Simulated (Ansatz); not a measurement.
Consider the ligand exchange at the Si–N bond: `CBN[SiH2]C` + `[SH][Ti]([Cl])([Cl])[Cl]` → `C[SiH2][S][Ti]([Cl])([Cl])[Cl]` + `CBN`.

Program: Ansatz. Geometries: PBE0-D4/def2-TZVP. ΔE: electronic, gas phase. CBS: MP2 limit from def2 TZ/QZ plus the TZ coupled-cluster correction, frozen cores. DFT in def2-TZVPP. For Ti outer-core shells are correlated without core-valence functions, which leaves a few kJ/mol of doubt a bond. Scalar relativity is left out up to krypton. Each species was taken in one conformer, which may not be the lowest.

Task: Is it downhill or uphill in electronic energy at CCSD(T)/CBS, and by how much? (Estimate.)

Result: Ansatz gave: Downhill: ΔE = -0.43 eV.

Task: What do these levels give: BLYP-D4, BHLYP-D4, ωB97M-V, r2SCAN, MP2/def2-TZVPP, CCSD/def2-TZVPP? (An estimate is asked.)

Result: Ansatz gave: BLYP-D4 -0.41, BHLYP-D4 -0.39, ωB97M-V -0.38, r2SCAN -0.41, MP2/def2-TZVPP -0.48, CCSD/def2-TZVPP -0.33 eV.

Largest T1 diagnostic among the species: 0.026, so the coupled-cluster value is less sure than usual.

Leaving LDA and LC-ωPBE aside and taking each functional with its dispersion term where it has one, the values, not all of them listed here, spread over 0.14 eV, from PBE-D4 to CAM-B3LYP-D4. In def2-TZVPP, CCSD(T) changes the Hartree–Fock value by −0.18 eV (the triples alone add −0.06 eV) and MP2 by −0.27 eV. The D4 term adds −0.09 eV with B3LYP and −0.05 eV with PBE0; it sums over pairs of atoms, weighted by their polarisabilities, and B3LYP, whose exchange is more repulsive, gets the larger term.

B3LYP here is the variant with VWN-RPA as its local correlation; programs differ in this.
